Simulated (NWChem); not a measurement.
System: SiH$_{4}$Se$_{2}$; SMILES [SiH3][Se][SeH]

Input file for NWChem:

```
start job
memory heap 200 mb stack 900 mb global 1100 mb
geometry units angstroms noautosym nocenter noautoz
  Se     0.904749     0.586243     0.007805
  Se    -0.231424    -1.469488     0.080588
  H     -0.327006    -1.644282    -1.381794
  Si    -0.987927     1.881697    -0.010386
  H     -1.813532     1.624918     1.204273
  H     -1.794864     1.611737    -1.236103
  H     -0.509310     3.298045    -0.017744
end
basis spherical
  Se library pcsseg-1
  H library pcsseg-1
  Si library pcsseg-1
end
dft
  xc xpbe96 cpbe96
  iterations 150
end
property
  shielding
end
task dft property
```

Excerpt of the output:

```
             Northwest Computational Chemistry Package (NWChem) 7.3.0
             --------------------------------------------------------

                             Geometry "geometry" -> ""
                             -------------------------

 Output coordinates in angstroms (scale by  1.889725989 to convert to a.u.)

  No.       Tag          Charge          X              Y              Z
 ---- ---------------- ---------- -------------- -------------- --------------
    1 Se                  34.0000     0.90474900     0.58624300     0.00780500
    2 Se                  34.0000    -0.23142400    -1.46948800     0.08058800
    3 H                    1.0000    -0.32700600    -1.64428200    -1.38179400
    4 Si                  14.0000    -0.98792700     1.88169700    -0.01038600
    5 H                    1.0000    -1.81353200     1.62491800     1.20427300
    6 H                    1.0000    -1.79486400     1.61173700    -1.23610300
    7 H                    1.0000    -0.50931000     3.29804500    -0.01774400

 Effective nuclear repulsion energy (a.u.)     510.5408515988

  pbe96 is a nonlocal functional; adding pw91lda local functional.
                              NWChem Property Module
                              ----------------------

  itol2e modified to match energy
  convergence criterion.

                                 NWChem DFT Module
                                 -----------------

 Summary of "ao basis" -> "ao basis" (spherical)
 ------------------------------------------------------------------------------
       Tag                 Description            Shells   Functions and Types
 ---------------- ------------------------------  ------  ---------------------
 Se                         pcsseg-1                15       41   5s7p3d
 H                          pcsseg-1                 3        5   2s1p
 Si                         pcsseg-1                10       24   4s5p1d

  itol2e modified to match energy
  convergence criterion.

            General Information
            -------------------
          SCF calculation type: DFT
          Wavefunction type:  closed shell.
          No. of atoms     :     7
          No. of electrons :    86
           Alpha electrons :    43
            Beta electrons :    43
          Charge           :     0
          Spin multiplicity:     1
          Use of symmetry is: off; symmetry adaption is: off
          Maximum number of iterations: 150
          AO basis - number of functions:   126
                     number of shells:    52
          Convergence on energy requested:  1.00D-07
          Convergence on density requested:  1.00D-05
          Convergence on gradient requested:  5.00D-04

              XC Information
              --------------
          PerdewBurkeErnzerhof Exchange Functional  1.000
            Perdew 1991 LDA Correlation Functional  1.000 local
           PerdewBurkeErnz. Correlation Functional  1.000 non-local

             Grid Information
             ----------------
          Grid used for XC integration:  fine
          Radial quadrature: Mura-Knowles
          Angular quadrature: Lebedev.
          Tag              B.-S. Rad. Rad. Pts. Rad. Cut. Ang. Pts.
          ---              ---------- --------- --------- ---------
          Se                  1.15      140          13.0       974
          H                   0.35       60          13.0       590
          Si                  1.10      123          11.0       770
          Grid pruning is: on
          Number of quadrature shells:   643
          Spatial weights used:  Erf1

      Superposition of Atomic Density Guess
      -------------------------------------

 Sum of atomic energies:       -5089.86441366

      Non-variational initial energy
      ------------------------------

 Total energy =   -5090.601207
 1-e energy   =   -8109.422162
 2-e energy   =    2508.280104
 HOMO         =      -0.261602
 LUMO         =      -0.038888

   convergence    iter        energy       DeltaE   RMS-Dens  Diis-err
 ---------------- ----- ----------------- --------- --------- ---------
 d= 0,ls=0.0,diis     1  -5093.5910134738 -5.60D+03  7.29D-03  4.61D+00
 d= 0,ls=0.0,diis     2  -5093.6242736686 -3.33D-02  6.18D-03  2.59D-01
 d= 0,ls=0.0,diis     3  -5093.6184368410  5.84D-03  3.82D-03  2.60D-01
 d= 0,ls=0.0,diis     4  -5093.6520601819 -3.36D-02  9.89D-04  9.32D-03
 d= 0,ls=0.0,diis     5  -5093.6534033494 -1.34D-03  2.90D-04  1.14D-03
  Resetting Diis
 d= 0,ls=0.0,diis     6  -5093.6535464512 -1.43D-04  1.08D-04  1.00D-04
 d= 0,ls=0.0,diis     7  -5093.6535614443 -1.50D-05  8.10D-05  1.51D-05
 d= 0,ls=0.0,diis     8  -5093.6535564373  5.01D-06  5.57D-05  4.69D-05
 d= 0,ls=0.0,diis     9  -5093.6535636449 -7.21D-06  7.48D-06  9.65D-07
 d= 0,ls=0.0,diis    10  -5093.6535637857 -1.41D-07  1.28D-06  2.13D-08
 d= 0,ls=0.0,diis    11  -5093.6535637883 -2.63D-09  2.50D-07  1.06D-09

         Total DFT energy =    -5093.653563788343
      One electron energy =    -8110.066237601482
           Coulomb energy =     2701.719973921579
    Exchange-Corr. energy =     -195.848151707272
 Nuclear repulsion energy =      510.540851598831

 Numeric. integr. density =       86.000000034396

                       DFT Final Molecular Orbital Analysis
                       ------------------------------------

 Vector   41  Occ=2.000000D+00  E=-2.977093D-01
              MO Center=  1.3D-02,  4.8D-01, -2.3D-02, r^2= 4.9D+00
   Bfn.  Coefficient  Atom+Function         Bfn.  Coefficient  Atom+Function
  ----- ------------  ---------------      ----- ------------  ---------------
    24      0.330249  1 Se px                21      0.310690  1 Se px
    66     -0.253894  2 Se py                63     -0.247450  2 Se py
   101     -0.204155  4 Si px               117      0.182327  6 H  s
     4      0.181259  1 Se s                122     -0.164093  7 H  s
     3     -0.148906  1 Se s                  5      0.141194  1 Se s

 Vector   42  Occ=2.000000D+00  E=-2.212329D-01
              MO Center=  5.9D-01,  5.1D-01, -1.9D-02, r^2= 2.9D+00
   Bfn.  Coefficient  Atom+Function         Bfn.  Coefficient  Atom+Function
  ----- ------------  ---------------      ----- ------------  ---------------
    26      0.593648  1 Se pz                23      0.473269  1 Se pz
    17     -0.178845  1 Se pz                83      0.141541  3 H  s
   118      0.136841  6 H  s                 20     -0.128418  1 Se pz
   113     -0.127037  5 H  s                112     -0.117080  5 H  s
   117      0.116585  6 H  s                 46     -0.108500  2 Se s

 Vector   43  Occ=2.000000D+00  E=-2.165482D-01
              MO Center= -1.4D-01, -1.0D+00,  3.7D-02, r^2= 3.2D+00
   Bfn.  Coefficient  Atom+Function         Bfn.  Coefficient  Atom+Function
  ----- ------------  ---------------      ----- ------------  ---------------
    65      0.528471  2 Se px                62      0.424438  2 Se px
    66     -0.275584  2 Se py                63     -0.210119  2 Se py
    24     -0.175495  1 Se px                56     -0.159736  2 Se px
    21     -0.156516  1 Se px               123     -0.118817  7 H  s
    59     -0.114337  2 Se px                90      0.112099  4 Si s

 Vector   44  Occ=0.000000D+00  E=-9.934194D-02
              MO Center=  2.5D-01, -3.4D-01,  2.2D-02, r^2= 4.3D+00
   Bfn.  Coefficient  Atom+Function         Bfn.  Coefficient  Atom+Function
  ----- ------------  ---------------      ----- ------------  ---------------
    66      0.654792  2 Se py                25      0.613744  1 Se py
     5     -0.389559  1 Se s                 24      0.379307  1 Se px
    65      0.349285  2 Se px                63      0.329985  2 Se py
    46      0.321714  2 Se s                 22      0.318437  1 Se py
     4     -0.201520  1 Se s                 45      0.202436  2 Se s

 Vector   45  Occ=0.000000D+00  E=-3.708312D-02
              MO Center= -5.6D-01,  1.2D+00, -1.1D-01, r^2= 5.5D+00
   Bfn.  Coefficient  Atom+Function         Bfn.  Coefficient  Atom+Function
  ----- ------------  ---------------      ----- ------------  ---------------
   105      0.747212  4 Si py               104     -0.679713  4 Si px
     5      0.631805  1 Se s                 24     -0.615066  1 Se px
    91     -0.531951  4 Si s                 25      0.469161  1 Se py
    84     -0.396960  3 H  s                 67     -0.281784  2 Se pz
   101     -0.246898  4 Si px                46      0.242634  2 Se s

 Vector   46  Occ=0.000000D+00  E=-2.399077D-02
              MO Center= -3.2D-01, -1.0D+00, -6.4D-01, r^2= 4.8D+00
   Bfn.  Coefficient  Atom+Function         Bfn.  Coefficient  Atom+Function
  ----- ------------  ---------------      ----- ------------  ---------------
    84      1.161884  3 H  s                 67      0.848329  2 Se pz
    46     -0.641068  2 Se s                 91     -0.414701  4 Si s
   113      0.391017  5 H  s                 83      0.325485  3 H  s
     5      0.290802  1 Se s                 24     -0.288252  1 Se px
    64      0.281985  2 Se pz               105      0.276132  4 Si py

     Multipole analysis of the density
     ---------------------------------

     L   x y z        total         alpha         beta         nuclear
     -   - - -        -----         -----         ----         -------
     0   0 0 0      0.000000    -43.000000    -43.000000     86.000000

     1   1 0 0     -0.303281     -4.514413     -4.514413      8.725545
     1   0 1 0      0.085094     -1.094922     -1.094922      2.274939
     1   0 0 1     -0.260724     -1.480184     -1.480184      2.699644

[...]

          -----------------------------------------
          Chemical Shielding Tensors (GIAO, in ppm)
          -----------------------------------------

                                NWChem CPHF Module
                                ------------------

  scftype          =     RHF
  nclosed          =       43
  nopen            =        0
  variables        =     3569
  # of vectors     =        3
  tolerance        = 0.10D-03
  level shift      = 0.00D+00
  max iterations   =       50
  max subspace     =       30

 SCF residual:    7.3027062847897201E-006

Iterative solution of linear equations
  No. of variables     3569
  No. of equations        3
  Maximum subspace       30
        Iterations       50
       Convergence  1.0D-04

   iter   nsub   residual    time
   ----  ------  --------  ---------
     1      3    6.81D-06      52.0

      Atom:    1  Se
        Diamagnetic
   3000.1912      3.1994     -0.0967
      3.1994   3007.6207     -0.4923
     -0.0967     -0.4923   2989.3073

        Paramagnetic
  -1423.0378    369.1949    -20.3452
    369.1949   -592.0516    -40.2110
    -20.3452    -40.2110  -1336.6795

        Total Shielding Tensor
   1577.1534    372.3943    -20.4419
    372.3943   2415.5691    -40.7033
    -20.4419    -40.7033   1652.6279

           isotropic =    1881.7835
          anisotropy =    1016.3509

          Principal Components and Axis System
                 1           2           3
             2559.3507   1650.4640   1435.5357

      1         0.3550     -0.0025      0.9349
      2         0.9335      0.0543     -0.3543
      3        -0.0499      0.9985      0.0216

      Atom:    2  Se
        Diamagnetic
   2992.7470      7.6947      0.0467
      7.6947   3004.4112      0.2766
      0.0467      0.2766   2994.4617

        Paramagnetic
  -1394.8063    249.8640    109.6568
    249.8640  -1056.4355    219.7771
    109.6568    219.7771  -1540.4821

        Total Shielding Tensor
   1597.9407    257.5587    109.7034
    257.5587   1947.9757    220.0537
    109.7034    220.0537   1453.9796

           isotropic =    1666.6320
          anisotropy =     753.3704

          Principal Components and Axis System
                 1           2           3
             2168.8790   1461.9076   1369.1095

      1         0.4401      0.8927     -0.0975
      2         0.8370     -0.4471     -0.3155
      3         0.3252     -0.0573      0.9439

      Atom:    3  H
        Diamagnetic
     17.4216      3.0468      3.1257
      3.0468     22.7026      6.1126
      3.1257      6.1126     43.7844

        Paramagnetic
      2.0924      1.3771     -0.5119
      1.3771      4.0904     -0.3370
     -0.5119     -0.3370     -5.4998

        Total Shielding Tensor
     19.5139      4.4240      2.6138
      4.4240     26.7930      5.7756
      2.6138      5.7756     38.2846

           isotropic =      28.1972
          anisotropy =      19.9175

          Principal Components and Axis System
                 1           2           3
               41.4755     25.6918     17.4242

      1         0.1885      0.3865      0.9028
      2         0.4082      0.8053     -0.4300
      3         0.8932     -0.4496      0.0059

      Atom:    4  Si
        Diamagnetic
    882.7403     -6.1094      0.2274
     -6.1094    883.0413     -0.2225
      0.2274     -0.2225    874.4131

        Paramagnetic
   -495.3688    -58.1612      0.5417
    -58.1612   -497.5168     -0.4216
      0.5417     -0.4216   -506.6840

        Total Shielding Tensor
    387.3715    -64.2706      0.7690
    -64.2706    385.5245     -0.6442
      0.7690     -0.6442    367.7291

           isotropic =     380.2084
          anisotropy =     105.7933

          Principal Components and Axis System
                 1           2           3
              450.7373    367.7172    322.1706

      1         0.7121     -0.0073      0.7020
      2        -0.7020      0.0097      0.7122
      3         0.0120      0.9999     -0.0018

      Atom:    5  H
        Diamagnetic
     29.4045     -1.8742     -7.8110
     -1.8742     23.9648     -0.2367
     -7.8110     -0.2367     29.5972

        Paramagnetic
     -1.7236     -0.5547      3.6594
     -0.5547      0.0754      0.9970
      3.6594      0.9970     -2.0926

        Total Shielding Tensor
     27.6810     -2.4289     -4.1517
     -2.4289     24.0401      0.7603
     -4.1517      0.7603     27.5046

           isotropic =      26.4086
          anisotropy =       8.9476

          Principal Components and Axis System
                 1           2           3
               32.3736     24.5406     22.3115

      1         0.7124      0.3436      0.6119
      2        -0.2668     -0.6738      0.6890
      3        -0.6491      0.6541      0.3883

      Atom:    6  H
        Diamagnetic
     29.0994     -1.7323      7.9842
     -1.7323     23.9338      0.0767
      7.9842      0.0767     29.9100

        Paramagnetic
     -1.4612     -0.6378     -3.8333
     -0.6378      0.2892     -0.8925
     -3.8333     -0.8925     -2.3043

        Total Shielding Tensor
     27.6382     -2.3701      4.1510
     -2.3701     24.2230     -0.8158
      4.1510     -0.8158     27.6057

           isotropic =      26.4889
          anisotropy =       8.8737

          Principal Components and Axis System
                 1           2           3
               32.4048     24.5880     22.4741

      1         0.7052     -0.3270     -0.6291
      2        -0.2697      0.6969     -0.6645
      3         0.6558      0.6382      0.4033

      Atom:    7  H
        Diamagnetic
     24.2210      1.0486      0.0421
      1.0486     38.7526     -0.1759
      0.0421     -0.1759     21.4391

        Paramagnetic
     -0.8395     -2.0188     -0.0015
     -2.0188     -5.7329      0.0950
     -0.0015      0.0950      0.4353

        Total Shielding Tensor
     23.3815     -0.9701      0.0406
     -0.9701     33.0198     -0.0808
      0.0406     -0.0808     21.8744

           isotropic =      26.0919
          anisotropy =      10.5378

          Principal Components and Axis System
                 1           2           3
               33.1171     23.2855     21.8730

      1        -0.0992      0.9948     -0.0236
      2         0.9950      0.0993      0.0052
      3        -0.0075      0.0229      0.9997
```

Level: PBE/pcSseg-1, GIAO. Geometry: optimised at PBE0/def2-SVP. The printed shielding anisotropy is the first printed principal value minus the mean of the other two.
